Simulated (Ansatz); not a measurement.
Gas-phase electronic energies from Ansatz, PBE0-D4/def2-TZVP geometries. CCSD(T)/CBS adds triple-zeta CCSD(T) − MP2 to the extrapolated MP2 energy (def2 sets, frozen cores). DFT in def2-TZVPP. B3LYP here is the variant with VWN-RPA as its local correlation; programs differ in this. For Ge outer-core shells are correlated without core-valence functions, which leaves a few kJ/mol of doubt a bond. Scalar relativity is left out up to krypton. Each species was taken in one conformer, which may not be the lowest.

`B[O][GeH2][CH3]` + `[BH2][GeH2][SiH3]` → `C[BH][GeH2][SiH3]` + `B[O][GeH3]`  (formal exchange of groups at a C–Ge bond)

`B[O][GeH2][CH3]`:

Cartesian coordinates in Å:
```
B -1.270 0.623 -1.473
O -0.485 1.332 -0.655
Ge 0.618 0.724 0.637
C 0.571 -1.213 0.734
H -1.313 -0.583 -1.416
H -1.936 1.223 -2.274
H 2.004 1.263 0.247
H 0.111 1.393 1.925
H 1.248 -1.546 1.522
H 0.888 -1.654 -0.211
H -0.436 -1.563 0.965
```

`[BH2][GeH2][SiH3]`:

```xyz
10

B    -1.439    1.289   -0.431
Ge   -0.805   -0.579    0.088
Si    1.581   -0.447    0.228
H    -1.519    1.607   -1.580
H    -1.658    2.110    0.409
H    -1.131   -1.669   -0.950
H    -1.306   -1.054    1.464
H     2.140   -1.765    0.628
H     2.154   -0.063   -1.090
H     1.984    0.571    1.235
```

`C[BH][GeH2][SiH3]`:

Cartesian coordinates in Å:
```
C 1.880 -1.258 0.166
B 0.336 -1.302 0.055
Ge -0.746 0.106 -0.980
Si -1.417 1.773 0.595
H 2.218 -2.002 -0.576
H 2.358 -0.314 -0.102
H 2.266 -1.616 1.124
H -0.268 -2.185 0.596
H -2.029 -0.436 -1.639
H 0.077 0.831 -2.067
H -0.220 2.370 1.247
H -2.272 1.172 1.654
H -2.182 2.860 -0.072
```

`B[O][GeH3]`:

Z-matrix (Å, degrees):
```
Ge
O 1 1.798
H 1 1.533 2 105.9
H 1 1.535 2 108.2 3 -120.7
H 1 1.533 2 105.9 3 118.7
B 2 1.341 1 126.3 3 120.4
H 6 1.201 2 117.9 1 -179.9
H 6 1.208 2 120.9 1 0.1
```

(1) Is it downhill or uphill in electronic energy at CCSD(T)/CBS, and by how much? (Best estimate.)

(2) What do these levels give: r2SCAN-D4, PBE0-D4, B3LYP-D4, ωB97X-V, ωB97M-V, B2PLYP, PBE0, HF/def2-TZVPP, CCSD(T)/def2-TZVPP, HF/def2-QZVPP, MP2/CBS(def2), CCSD/CBS(def2)? (An estimate is asked.)

Largest T1 diagnostic among the species: 0.013.

## Answers

(1) Computed: Downhill: ΔE = -3.0 kcal/mol.

(2) Ansatz gave: r2SCAN-D4 -4.7, PBE0-D4 -4.8, B3LYP-D4 -4.4, ωB97X-V -3.9, ωB97M-V -4.2, B2PLYP -3.8, PBE0 -4.9, HF/def2-TZVPP -3.1, CCSD(T)/def2-TZVPP -2.9, HF/def2-QZVPP -3.2, MP2/CBS(def2) -2.8, CCSD/CBS(def2) -3.0 kcal/mol.
